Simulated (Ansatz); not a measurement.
Computed with Ansatz on PBE0-D4/def2-TZVP structures; ΔE is electronic, products minus reactants. CCSD(T)/CBS adds triple-zeta CCSD(T) − MP2 to the extrapolated MP2 energy (def2 sets, frozen cores). This one scheme is used for every species. DFT in def2-TZVPP. B3LYP here is the variant with VWN-RPA as its local correlation; programs differ in this. One conformer a species, not always the lowest.

`OBN[SiH3]` + `N[SiH2]S` → `[SiH3]N[SiH2]S` + `NBO`  (ligand exchange at the Si–N bond)

(1) Is it downhill or uphill in electronic energy at CCSD(T)/CBS, and by how much? (Estimate.)

(2) What do these levels give: PBE-D4, B2PLYP, B3LYP, HF/def2-TZVPP, MP2/def2-TZVPP, SCS-MP2/def2-TZVPP, CCSD/def2-TZVPP, HF/def2-QZVPP, SCS-MP2/def2-QZVPP, HF/CBS(def2), MP2/CBS(def2), CCSD/CBS(def2)? (Best estimate.)

Largest T1 diagnostic among the species: 0.012.

Results:

(1) The calculation gave: Downhill: ΔE = -0.13 eV.

(2) Ansatz gave: PBE-D4 -0.15, B2PLYP -0.13, B3LYP -0.12, HF/def2-TZVPP -0.10, MP2/def2-TZVPP -0.14, SCS-MP2/def2-TZVPP -0.14, CCSD/def2-TZVPP -0.13, HF/def2-QZVPP -0.10, SCS-MP2/def2-QZVPP -0.13, HF/CBS(def2) -0.10, MP2/CBS(def2) -0.13, CCSD/CBS(def2) -0.12 eV.

In def2-TZVPP, CCSD(T) changes the Hartree–Fock value by −0.03 eV (the triples alone add −0.01 eV) and MP2 by −0.04 eV.
